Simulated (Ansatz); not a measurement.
## Molecular dynamics of ClH3O2Si

Input file:

```yaml
crystal:
  periodic: [false, false, false]
  atoms:
    - { symbol: Si, position_ang: [-0.249663, 0.072855, 0.389989] }
    - { symbol: H, position_ang: [0.91078, -0.009085, 1.513229] }
    - { symbol: O, position_ang: [1.568396, -0.027171, 0.420448] }
    - { symbol: H, position_ang: [2.009853, -0.821827, 0.12889] }
    - { symbol: Cl, position_ang: [-0.685462, 1.637171, -0.894587] }
    - { symbol: O, position_ang: [-0.70215, -1.279728, -0.436356] }
    - { symbol: H, position_ang: [-1.084857, -1.993613, 0.049588] }
basis:
  gaussian: { orbitals: def2-SVP }
hamiltonian:
  xc: hf
md:
  timestep: 0.5
  n_steps: 200
  ensemble: nve
  temperature: 100.0
  initial_velocities: maxwell_boltzmann
  seed: 8636
```

Command:

```bash
$ ansatz run input.yaml --threads 1 --pin off --max-ram 2048MiB --backend cpu --events-out ev --progress --plain --runs-dir out
```

It starts at the highest image of a converged band. Of that band: Neighbouring images differ by up to 2.3 eV, so the band resolves the path poorly. A vibrational analysis at the climbing image gives one clearly imaginary mode, 2049i cm⁻¹: a first-order saddle point.

Output, in part (one step line in 3, the closing report, with atoms numbered from 0):

```
md step     0: t =     0.00 fs  T =   100.0 K  F+E_penalty+E_count = -24477.66838417 eV  E_kin = 0.064630 eV  conserved = -24477.60375417 eV  (29 SCF iters)
md step     3: t =     1.50 fs  T =    80.8 K  F+E_penalty+E_count = -24477.65546597 eV  E_kin = 0.052252 eV  conserved = -24477.60321394 eV  (25 SCF iters)
md step     6: t =     3.00 fs  T =    95.1 K  F+E_penalty+E_count = -24477.66477098 eV  E_kin = 0.061486 eV  conserved = -24477.60328485 eV  (25 SCF iters)
md step     9: t =     4.50 fs  T =   141.6 K  F+E_penalty+E_count = -24477.69485158 eV  E_kin = 0.091522 eV  conserved = -24477.60333007 eV  (25 SCF iters)
md step    12: t =     6.00 fs  T =   247.6 K  F+E_penalty+E_count = -24477.76213561 eV  E_kin = 0.160032 eV  conserved = -24477.60210395 eV  (24 SCF iters)
md step    15: t =     7.50 fs  T =   634.9 K  F+E_penalty+E_count = -24478.01200394 eV  E_kin = 0.410364 eV  conserved = -24477.60163996 eV  (23 SCF iters)
md step    18: t =     9.00 fs  T =  1464.9 K  F+E_penalty+E_count = -24478.54800714 eV  E_kin = 0.946796 eV  conserved = -24477.60121126 eV  (24 SCF iters)
md step    21: t =    10.50 fs  T =  2843.3 K  F+E_penalty+E_count = -24479.44133053 eV  E_kin = 1.837604 eV  conserved = -24477.60372644 eV  (24 SCF iters)
md step    24: t =    12.00 fs  T =  4381.5 K  F+E_penalty+E_count = -24480.43964198 eV  E_kin = 2.831784 eV  conserved = -24477.60785845 eV  (23 SCF iters)
md step    27: t =    13.50 fs  T =  5389.2 K  F+E_penalty+E_count = -24481.09224110 eV  E_kin = 3.483040 eV  conserved = -24477.60920151 eV  (23 SCF iters)
md step    30: t =    15.00 fs  T =  5619.2 K  F+E_penalty+E_count = -24481.24044699 eV  E_kin = 3.631683 eV  conserved = -24477.60876416 eV  (23 SCF iters)
md step    33: t =    16.50 fs  T =  5174.9 K  F+E_penalty+E_count = -24480.95150057 eV  E_kin = 3.344527 eV  conserved = -24477.60697351 eV  (37 SCF iters)
md step    36: t =    18.00 fs  T =  4378.5 K  F+E_penalty+E_count = -24480.43493743 eV  E_kin = 2.829813 eV  conserved = -24477.60512410 eV  (37 SCF iters)
md step    39: t =    19.50 fs  T =  3553.5 K  F+E_penalty+E_count = -24479.90138698 eV  E_kin = 2.296597 eV  conserved = -24477.60479024 eV  (38 SCF iters)
md step    42: t =    21.00 fs  T =  2786.3 K  F+E_penalty+E_count = -24479.40475644 eV  E_kin = 1.800782 eV  conserved = -24477.60397451 eV  (28 SCF iters)
md step    45: t =    22.50 fs  T =  2217.6 K  F+E_penalty+E_count = -24479.03688100 eV  E_kin = 1.433251 eV  conserved = -24477.60363029 eV  (28 SCF iters)
md step    48: t =    24.00 fs  T =  1914.5 K  F+E_penalty+E_count = -24478.84128082 eV  E_kin = 1.237351 eV  conserved = -24477.60392967 eV  (28 SCF iters)
md step    51: t =    25.50 fs  T =  1841.1 K  F+E_penalty+E_count = -24478.79404212 eV  E_kin = 1.189934 eV  conserved = -24477.60410771 eV  (29 SCF iters)
md step    54: t =    27.00 fs  T =  1927.6 K  F+E_penalty+E_count = -24478.85325641 eV  E_kin = 1.245839 eV  conserved = -24477.60741786 eV  (27 SCF iters)
md step    57: t =    28.50 fs  T =  1633.4 K  F+E_penalty+E_count = -24478.66620118 eV  E_kin = 1.055678 eV  conserved = -24477.61052308 eV  (26 SCF iters)
md step    60: t =    30.00 fs  T =  1063.7 K  F+E_penalty+E_count = -24478.28299838 eV  E_kin = 0.687466 eV  conserved = -24477.59553227 eV  (23 SCF iters)
md step    63: t =    31.50 fs  T =  2700.6 K  F+E_penalty+E_count = -24479.35255808 eV  E_kin = 1.745379 eV  conserved = -24477.60717861 eV  (22 SCF iters)
md step    66: t =    33.00 fs  T =  4780.8 K  F+E_penalty+E_count = -24480.70760496 eV  E_kin = 3.089838 eV  conserved = -24477.61776714 eV  (27 SCF iters)
md step    69: t =    34.50 fs  T =  4956.5 K  F+E_penalty+E_count = -24480.81305439 eV  E_kin = 3.203360 eV  conserved = -24477.60969452 eV  (28 SCF iters)
md step    72: t =    36.00 fs  T =  4200.3 K  F+E_penalty+E_count = -24480.32027490 eV  E_kin = 2.714651 eV  conserved = -24477.60562412 eV  (28 SCF iters)
md step    75: t =    37.50 fs  T =  3304.8 K  F+E_penalty+E_count = -24479.73951707 eV  E_kin = 2.135903 eV  conserved = -24477.60361428 eV  (37 SCF iters)
md step    78: t =    39.00 fs  T =  2626.2 K  F+E_penalty+E_count = -24479.30093701 eV  E_kin = 1.697325 eV  conserved = -24477.60361167 eV  (27 SCF iters)
md step    81: t =    40.50 fs  T =  2204.4 K  F+E_penalty+E_count = -24479.02779705 eV  E_kin = 1.424711 eV  conserved = -24477.60308653 eV  (28 SCF iters)
md step    84: t =    42.00 fs  T =  2126.9 K  F+E_penalty+E_count = -24478.97737258 eV  E_kin = 1.374591 eV  conserved = -24477.60278122 eV  (28 SCF iters)
md step    87: t =    43.50 fs  T =  2452.8 K  F+E_penalty+E_count = -24479.18847304 eV  E_kin = 1.585223 eV  conserved = -24477.60324984 eV  (27 SCF iters)
md step    90: t =    45.00 fs  T =  3123.2 K  F+E_penalty+E_count = -24479.62196504 eV  E_kin = 2.018530 eV  conserved = -24477.60343481 eV  (23 SCF iters)
md step    93: t =    46.50 fs  T =  4064.9 K  F+E_penalty+E_count = -24480.23393828 eV  E_kin = 2.627130 eV  conserved = -24477.60680840 eV  (22 SCF iters)
md step    96: t =    48.00 fs  T =  4599.3 K  F+E_penalty+E_count = -24480.59004185 eV  E_kin = 2.972501 eV  conserved = -24477.61754083 eV  (23 SCF iters)
md step    99: t =    49.50 fs  T =  3003.3 K  F+E_penalty+E_count = -24479.56154641 eV  E_kin = 1.941010 eV  conserved = -24477.62053607 eV  (23 SCF iters)
md step   102: t =    51.00 fs  T =   770.7 K  F+E_penalty+E_count = -24478.08233461 eV  E_kin = 0.498112 eV  conserved = -24477.58422274 eV  (23 SCF iters)
md step   105: t =    52.50 fs  T =  2693.1 K  F+E_penalty+E_count = -24479.36051764 eV  E_kin = 1.740579 eV  conserved = -24477.61993868 eV  (23 SCF iters)
md step   108: t =    54.00 fs  T =  3824.9 K  F+E_penalty+E_count = -24480.08528733 eV  E_kin = 2.472004 eV  conserved = -24477.61328323 eV  (23 SCF iters)
md step   111: t =    55.50 fs  T =  3486.0 K  F+E_penalty+E_count = -24479.85944598 eV  E_kin = 2.252973 eV  conserved = -24477.60647320 eV  (29 SCF iters)
md step   114: t =    57.00 fs  T =  2838.4 K  F+E_penalty+E_count = -24479.43831003 eV  E_kin = 1.834436 eV  conserved = -24477.60387448 eV  (23 SCF iters)
md step   117: t =    58.50 fs  T =  2384.5 K  F+E_penalty+E_count = -24479.14452008 eV  E_kin = 1.541072 eV  conserved = -24477.60344758 eV  (24 SCF iters)
md step   120: t =    60.00 fs  T =  2206.7 K  F+E_penalty+E_count = -24479.02975156 eV  E_kin = 1.426205 eV  conserved = -24477.60354623 eV  (34 SCF iters)
md step   123: t =    61.50 fs  T =  2294.7 K  F+E_penalty+E_count = -24479.08585622 eV  E_kin = 1.483066 eV  conserved = -24477.60278983 eV  (37 SCF iters)
md step   126: t =    63.00 fs  T =  2745.2 K  F+E_penalty+E_count = -24479.37766063 eV  E_kin = 1.774240 eV  conserved = -24477.60342043 eV  (36 SCF iters)
md step   129: t =    64.50 fs  T =  3500.3 K  F+E_penalty+E_count = -24479.86572565 eV  E_kin = 2.262212 eV  conserved = -24477.60351334 eV  (36 SCF iters)
md step   132: t =    66.00 fs  T =  4528.6 K  F+E_penalty+E_count = -24480.53250145 eV  E_kin = 2.926851 eV  conserved = -24477.60565084 eV  (27 SCF iters)
md step   135: t =    67.50 fs  T =  5387.7 K  F+E_penalty+E_count = -24481.09508255 eV  E_kin = 3.482082 eV  conserved = -24477.61300041 eV  (27 SCF iters)
md step   138: t =    69.00 fs  T =  4802.9 K  F+E_penalty+E_count = -24480.72067183 eV  E_kin = 3.104093 eV  conserved = -24477.61657887 eV  (23 SCF iters)
md step   141: t =    70.50 fs  T =  2805.9 K  F+E_penalty+E_count = -24479.40983297 eV  E_kin = 1.813474 eV  conserved = -24477.59635902 eV  (22 SCF iters)
md step   144: t =    72.00 fs  T =  2208.4 K  F+E_penalty+E_count = -24479.03396385 eV  E_kin = 1.427298 eV  conserved = -24477.60666551 eV  (28 SCF iters)
md step   147: t =    73.50 fs  T =  1959.2 K  F+E_penalty+E_count = -24478.87357707 eV  E_kin = 1.266260 eV  conserved = -24477.60731744 eV  (28 SCF iters)
md step   150: t =    75.00 fs  T =  1362.8 K  F+E_penalty+E_count = -24478.48465315 eV  E_kin = 0.880794 eV  conserved = -24477.60385952 eV  (27 SCF iters)
md step   153: t =    76.50 fs  T =   926.2 K  F+E_penalty+E_count = -24478.20105422 eV  E_kin = 0.598595 eV  conserved = -24477.60245959 eV  (29 SCF iters)
md step   156: t =    78.00 fs  T =   924.1 K  F+E_penalty+E_count = -24478.19952685 eV  E_kin = 0.597233 eV  conserved = -24477.60229411 eV  (29 SCF iters)
md step   159: t =    79.50 fs  T =  1403.0 K  F+E_penalty+E_count = -24478.50942091 eV  E_kin = 0.906791 eV  conserved = -24477.60262990 eV  (29 SCF iters)
md step   162: t =    81.00 fs  T =  2318.5 K  F+E_penalty+E_count = -24479.10113590 eV  E_kin = 1.498472 eV  conserved = -24477.60266375 eV  (29 SCF iters)
md step   165: t =    82.50 fs  T =  3634.9 K  F+E_penalty+E_count = -24479.95378582 eV  E_kin = 2.349245 eV  conserved = -24477.60454064 eV  (37 SCF iters)
md step   168: t =    84.00 fs  T =  4995.6 K  F+E_penalty+E_count = -24480.83590848 eV  E_kin = 3.228639 eV  conserved = -24477.60726982 eV  (37 SCF iters)
md step   171: t =    85.50 fs  T =  5905.3 K  F+E_penalty+E_count = -24481.42428116 eV  E_kin = 3.816568 eV  conserved = -24477.60771292 eV  (23 SCF iters)
md step   174: t =    87.00 fs  T =  6164.4 K  F+E_penalty+E_count = -24481.59250407 eV  E_kin = 3.984026 eV  conserved = -24477.60847809 eV  (23 SCF iters)
md step   177: t =    88.50 fs  T =  5625.3 K  F+E_penalty+E_count = -24481.24419120 eV  E_kin = 3.635637 eV  conserved = -24477.60855380 eV  (23 SCF iters)
md step   180: t =    90.00 fs  T =  4403.6 K  F+E_penalty+E_count = -24480.45182331 eV  E_kin = 2.846060 eV  conserved = -24477.60576375 eV  (23 SCF iters)
md step   183: t =    91.50 fs  T =  3015.5 K  F+E_penalty+E_count = -24479.55275187 eV  E_kin = 1.948889 eV  conserved = -24477.60386296 eV  (23 SCF iters)
md step   186: t =    93.00 fs  T =  1838.5 K  F+E_penalty+E_count = -24478.79063867 eV  E_kin = 1.188230 eV  conserved = -24477.60240834 eV  (23 SCF iters)
md step   189: t =    94.50 fs  T =  1124.2 K  F+E_penalty+E_count = -24478.32881666 eV  E_kin = 0.726594 eV  conserved = -24477.60222263 eV  (22 SCF iters)
md step   192: t =    96.00 fs  T =   939.8 K  F+E_penalty+E_count = -24478.20938881 eV  E_kin = 0.607399 eV  conserved = -24477.60199003 eV  (24 SCF iters)
md step   195: t =    97.50 fs  T =  1355.0 K  F+E_penalty+E_count = -24478.47718816 eV  E_kin = 0.875712 eV  conserved = -24477.60147610 eV  (23 SCF iters)
md step   198: t =    99.00 fs  T =  2437.0 K  F+E_penalty+E_count = -24479.17860857 eV  E_kin = 1.575036 eV  conserved = -24477.60357306 eV  (22 SCF iters)
md step   200: t =   100.00 fs  T =  3355.4 K  F+E_penalty+E_count = -24479.77455790 eV  E_kin = 2.168603 eV  conserved = -24477.60595539 eV  (29 SCF iters)
Total energy: -24479.77455790 eV, -899.6151220157 hartree
Atom 0 at    -0.176340     0.085209     0.328131 Å, force     1.561510    -1.788668     1.060666 eV/Å
Atom 1 at     0.254020    -0.063316     1.749276 Å, force    -3.606917     0.898879     1.183010 eV/Å
Atom 2 at     1.415604    -0.028267     0.316773 Å, force     4.013902     0.518325    -2.337517 eV/Å
Atom 3 at     1.860521    -0.858379     0.335451 Å, force    -0.041487    -0.014035    -0.121987 eV/Å
Atom 4 at    -0.668794     1.639700    -0.852543 Å, force    -0.674351     0.694209     0.114222 eV/Å
Atom 5 at    -0.674400    -1.308356    -0.280268 Å, force    -0.948222    -0.346110     0.772392 eV/Å
Atom 6 at    -0.923211    -1.864196    -0.980052 Å, force    -0.304436     0.037399    -0.670786 eV/Å
Dipole moment:    -0.224526    -0.471063    -0.146687 e Å
```

The run went to its last step. The conserved energy stayed within 3.1 meV per atom of its start (net change -0.31 meV per atom), so the integration is sound. The kinetic energy rose, since the run started high on the potential surface and went downhill. A run of 0.1 ps of so small a system gives no equilibrium averages. The orbitals stay closed-shell, which can raise the energy where a bond breaks towards radicals; this wasn't checked here.

Between its relaxed ends the band would form H2–O3 and break Si1–H2. These pairs go: H2–O3 1.28 → 1.84 Å, Si1–H2 1.62 → 1.49 Å. In the last frame they stand as before the step (other bonds may differ from the relaxed reactants and products). These pairs come and go: their bonding changes 10 times, last at 98 of 100 fs, so the outcome isn't settled. It ends as one piece, ClH3O2Si. Pairs count as bonded within 1.25 times the sum of covalent radii (0.12 Å more for H–H).

Last frame:

```xyz
7
Properties=species:S:1:pos:R:3
Si -0.176 0.085 0.328
H 0.254 -0.063 1.749
O 1.416 -0.028 0.317
H 1.861 -0.858 0.336
Cl -0.669 1.640 -0.853
O -0.674 -1.308 -0.280
H -0.923 -1.864 -0.980
```

The run took 3.7 min on 1 thread of Arm Neoverse V1 (shared host), peak memory 0.12 GiB.
